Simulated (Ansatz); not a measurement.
Reactions of `C[BH][GeH3]`.

Isolated molecules relaxed with PBE0-D4/def2-TZVP in Ansatz; ΔE leaves out vibrations. CCSD(T)/CBS adds triple-zeta CCSD(T) − MP2 to the extrapolated MP2 energy (def2 sets, frozen cores). This one scheme is used for every species. DFT in def2-TZVPP. For Ge outer-core shells are correlated without core-valence functions, which leaves a few kJ/mol of doubt a bond. Scalar relativity is left out up to krypton. One conformer a species, not always the lowest.

```json
{"reaction": "`C[BH][GeH3]` + silanol → `CB[SiH2]O` + GeH₄", "HF/CBS(def2) (kcal/mol)": "3.7", "CCSD/CBS(def2) (kcal/mol)": "4.4", "ωB97X-V (kcal/mol)": "3.0", "PBE-D4 (kcal/mol)": "2.3", "CCSD(T)/CBS(def2) (kcal/mol)": "4.4"}
{"reaction": "`C[BH][GeH3]` + BH₃ → `B[BH][GeH3]` + CH₄", "HF/CBS(def2) (kcal/mol)": "-0.9", "CCSD/CBS(def2) (kcal/mol)": "-3.4", "ωB97X-V (kcal/mol)": "-4.1", "PBE-D4 (kcal/mol)": "-8.4", "CCSD(T)/CBS(def2) (kcal/mol)": "-3.8"}
{"reaction": "`C[BH][GeH3]` + H₂O → `CBO` + GeH₄", "HF/CBS(def2) (kcal/mol)": "-41.4", "CCSD/CBS(def2) (kcal/mol)": "-36.1", "ωB97X-V (kcal/mol)": "-38.2", "PBE-D4 (kcal/mol)": "-36.4", "CCSD(T)/CBS(def2) (kcal/mol)": "-36.0"}
{"reaction": "`C[BH][GeH3]` + `O[SiH2]F` → `CBO[SiH2]F` + GeH₄", "HF/CBS(def2) (kcal/mol)": "-40.3", "CCSD/CBS(def2) (kcal/mol)": "-35.1", "ωB97X-V (kcal/mol)": "-35.9", "PBE-D4 (kcal/mol)": "-33.4", "CCSD(T)/CBS(def2) (kcal/mol)": "-34.9"}
```

Largest T1 diagnostic: 0.013, for `B[BH][GeH3]`.
